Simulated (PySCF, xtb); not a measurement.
CH4BeS, SMILES C[S][BeH].

Harmonic wavenumbers (cm⁻¹) from xtb with GFN2-xTB at its own minimum, in rising order: 63, 111, 319, 338, 659, 753, 940, 960, 1319, 1449, 1459, 2111, 3032, 3041, 3045.

### Question
What does PySCF 2.14.0 with B3LYP-D3(BJ)/def2-TZVP give at its own minimum? (Estimate from the structure and the level; the computed values follow.)

### Answer
45, 169, 543, 546, 674, 747, 963, 981, 1354, 1485, 1486, 2160, 3061, 3143, 3145. Paired by order, the mean absolute difference is 63 cm⁻¹ and the zero-point energies are 28.0 and 29.3 kcal/mol.
